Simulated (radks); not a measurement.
The numbers below are computed, except where a source is named.
Task: Dipole-allowed excitations along the series with 10 electrons in [Ne]. Code: a radial shooting solver on a logarithmic mesh with Libxc functionals. Model: scalar-relativistic Kohn-Sham, LDA (Slater exchange, Perdew-Wang correlation), spin-polarised, spherical densities, finite nucleus; Fermi nuclear charge, rms radius of each element as measured or else 0.836 A^(1/3) + 0.57 fm. Time-dependent linear response with the Hartree and adiabatic LDA kernel, continuum included through the Sternheimer equations, no spin-orbit coupling, so fine structure and intercombination lines are absent. Lines are the poles of the dipole polarisability below minus the highest occupied eigenvalue, found on a grid refined at the orbital gaps; the lowest seven at most are given, and weak or close lines can be missed. The first line takes the name of the lowest orbital gap if no other gap lies below it; otherwise a line is named after a gap within 0.6 % of it, if that gap stands alone.

| species | -e(HOMO) (eV) | lowest orbital gap (eV) | first line (eV) | f | strongest line (eV) | its f | static alpha (bohr^3) |
|---|---|---|---|---|---|---|---|
| Cl7+ | 323.16 | 2p-3s 202.29 | 202.94 (2p-3s) | 0.202 | 241.54 (unassigned) | 1.59 | 0.05270 |
| Ar8+ | 395.13 | 2p-3s 244.30 | 245.06 (2p-3s) | 0.200 | 289.27 (unassigned) | 1.78 | 0.03824 |
| K9+ | 473.99 | 2p-3s 290.10 | 290.97 (2p-3s) | 0.199 | 340.82 (unassigned) | 1.94 | 0.02845 |
| Ca10+ | 559.73 | 2p-3s 339.69 | 340.67 (2p-3s) | 0.197 | 396.21 (unassigned) | 2.09 | 0.02163 |
| Ti12+ | 751.87 | 2p-3s 450.23 | 451.45 (2p-3s) | 0.193 | 518.51 (unassigned) | 2.33 | 0.01317 |

Estimate the first line of Sc11+, its oscillator strength and the static polarisability.

Result: 394.16 eV (2p-3s), f = 0.195, alpha = 0.01675 bohr^3.
